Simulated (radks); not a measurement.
Results of a calculation; reference values are marked as such.
The fluorine ion F4+, 5 electrons, occupied as [He] 2s1 2p1 3p1 (not the ground configuration).

Code: a radial shooting solver on a logarithmic mesh with Libxc functionals. Model: Dirac Kohn-Sham, LDA (Slater exchange, Perdew-Wang correlation), spin-unpolarised, spherical densities, finite nucleus; open shells fill j = l - 1/2 first; Fermi nuclear charge, rms radius 2.8976 fm.

Energy parts (hartree):
| part | energy |
|---|---|
| total | -88.55518 |
| kinetic | 88.49599 |
| electron-nucleus | -192.64688 |
| Hartree | 22.09237 |
| exchange-correlation | -6.49667 |

Orbitals (lengths in bohr, moments of r in powers of bohr; <r^-3> diverges for s and p1/2):
orbital  occ.  eigenvalue (hartree)  <r^-3>     <r^4>
1s1/2       2             -29.13317       -  0.004549
2s1/2       1              -4.70050       -     1.067
2p1/2       1              -4.12033       -    0.8883
2p3/2       0              -4.11560   14.95    0.8920
3p1/2       1              -1.46015       -     40.87
3p3/2       0              -1.45913   3.186     40.98

The highest occupied level is 3p1/2 at -39.733 eV. The configuration is held as typed, so some empty levels lie below it. The density falls to 0.001 e/bohr^3 at r = 3.32 bohr. The electron density at the nucleus is 456.1 e/bohr^3.
